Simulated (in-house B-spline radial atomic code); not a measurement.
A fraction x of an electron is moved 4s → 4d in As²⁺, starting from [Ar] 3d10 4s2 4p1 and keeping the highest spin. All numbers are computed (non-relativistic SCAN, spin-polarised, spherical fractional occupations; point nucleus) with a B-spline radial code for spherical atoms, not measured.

| x | E(x) - E(0) (eV) | 4s down level (eV) | 4d up level (eV) |
| --- | --- | --- | --- |
| 0 | 0.0000 | -32.577 | - |
| 0.125 | 2.8620 | -32.771 | -10.073 |
| 0.25 | 5.6817 | -32.928 | -10.504 |
| 0.375 | 8.4667 | -33.017 | -10.900 |
| 0.5 | 11.2058 | -33.005 | -11.290 |
| 0.625 | ? | ? | ? |
| 0.75 | ? | ? | ? |
| 0.875 | 19.1590 | -32.782 | -12.075 |
| 1 | 21.7238 | - | -12.305 |

Problem. What belongs in the row x = 0.625?

Solution. An energy change of 13.8990 eV; 4s down at -32.960 eV, 4d up at -11.581 eV.

Problem. What belongs in the row x = 0.75?

Solution. An energy change of 16.5502 eV; 4s down at -32.870 eV, 4d up at -11.834 eV.

Problem. Check Janak's theorem between x = 0.125 and 0.25.

Solution. The slope of the energy is 22.56 eV; the orbital levels give 22.56 eV (ε of the receiving orbital less ε of the emptying one, averaged over the two points).
